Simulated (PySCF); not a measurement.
Ti(F)3(Me) (CH₃F₃Ti), SMILES [CH3][Ti]([F])([F])[F], multiplicity 1. Atoms are numbered in the order given.

```xyz
8

Ti     0.0000     0.0000    -0.1085
F      1.4419     0.8325    -0.5921
F     -1.4419     0.8325    -0.5921
F      0.0000    -1.6649    -0.5921
C      0.0000     0.0000     1.9219
H      0.9027    -0.5212     2.2804
H     -0.9027    -0.5212     2.2804
H      0.0000     1.0424     2.2804
```
Charge 0, spin multiplicity 1.

The structure is a stationary point at PBE0-D3(BJ)/def2-SVP. The multiplicity is an assumed one; no other spin state was optimised. The structure was generated by enumeration; whether it is a known compound was not checked.

The numbers are results of PySCF with PBE0-D3(BJ)/def2-SVP, not measurements.

Frequencies are harmonic and unscaled.

Modes within 1.5 cm⁻¹ of each other (mostly degenerate sets) share a row, with their intensities summed.

Computed harmonic wavenumbers and intensities:
```csv
mode,ν (cm⁻¹),IR (km/mol),Raman (Å⁴/amu),depolarisation,moving atoms (share of kinetic energy)
1,102,0.0,0.0,–,H 98 %
2–3,167,0.1,4.9,0.75,"F 50 %, C 26 %, H 20 %"
4,199,18.3,0.5,0.61,"F 60 %, Ti 26 %, C 11 %"
5–6,201,18.1,1.7,0.75,"F 81 %, Ti 17 %"
7–8,551,6.6,7.7,0.75,"H 78 %, C 18 %"
9,568,56.4,18.3,0.14,"C 54 %, Ti 23 %, H 19 %"
10,748,99.6,5.9,0.00,"F 88 %, Ti 11 %"
11–12,842,442.2,1.3,0.75,"F 58 %, Ti 40 %"
13,1149,8.0,4.3,0.33,"H 77 %, C 23 %"
14–15,1384,18.0,27.3,0.75,H 94 %
16,3039,1.6,143.6,0.00,H 98 %
17–18,3167,0.4,156.0,0.75,"H 91 %, C 9 %"
```
